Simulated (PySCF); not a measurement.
# Hartree-Fock beside MP2: BClGeH3O cation

Calculated results; nothing here was measured. They come from PySCF 2.14.0, an open-source quantum chemistry program, on an isolated molecule that a program drew, which may never have been made. The molecule is BClGeH3O cation (charge +1, singlet), drawn as the SMILES string `O[B](Cl)[GeH2+]`.

The geometry was optimised and harmonic frequencies were computed with HF and MP2, all in the cc-pV(D+d)Z basis, for the commonest isotopes, with a restricted reference for singlets and an unrestricted one otherwise, and a frozen core in MP2. Germanium has the cc-pVDZ-PP basis, with a core potential (ECP10MDF) in place of its 10 inner electrons, and its 3s, 3p and 3d shells are frozen in MP2. Each result is a local minimum of its method.

Geometry at the HF minimum:
```xyz
7
BClGeH3O cation, angstrom
O    -1.5041    0.9391   -1.0963
B    -2.2165    1.0528    0.0016
Cl   -2.2259    2.3369    1.1671
Ge   -3.5182   -0.5693    0.3654
H    -0.8971    1.6420   -1.3138
H    -4.9534   -0.6122   -0.1274
H    -3.1240   -1.7862    1.1827
```

Lengths of the bonds as drawn, in Å (atoms numbered as above):
```
  bond     HF    MP2
 O1-B2  1.314  1.333
B2-Cl3  1.734  1.734
B2-Ge4  2.111  2.100
 O1-H5  0.954  0.976
Ge4-H6  1.518  1.527
Ge4-H7  1.518  1.527
```

Rotational constants, in GHz:
| constant | HF | MP2 |
|---|---|---|
| A | 6.04 | 5.74 |
| B | 1.764 | 1.835 |
| C | 1.39 | 1.416 |

Harmonic frequencies in cm^-1, each column in rising order, so a row needn't be the same motion in every method:
| rank | HF | MP2 |
|---|---|---|
| 1 | 97 | 83 |
| 2 | 118 | 104 |
| 3 | 268 | 262 |
| 4 | 320 | 303 |
| 5 | 478 | 469 |
| 6 | 586 | 555 |
| 7 | 654 | 618 |
| 8 | 668 | 651 |
| 9 | 853 | 823 |
| 10 | 964 | ? |
| 11 | 1150 | 1087 |
| 12 | 1499 | 1444 |
| 13 | 2304 | 2234 |
| 14 | 2322 | 2261 |
| 15 | 4048 | 3751 |

**Estimate the missing MP2 frequency from the HF column.**

A single factor s that minimises the squared misfit of MP2 against s times HF over the other rows is sum(HF x MP2) / sum(HF^2) = 0.9469, with an rms misfit of 33 cm^-1. For rank 10 it gives 0.9469 x 964 = 913 cm^-1. The calculation gives 915 cm^-1, 2 cm^-1 above the estimate. The drawn bonds are on average 0.7 % longer in MP2 than in HF.
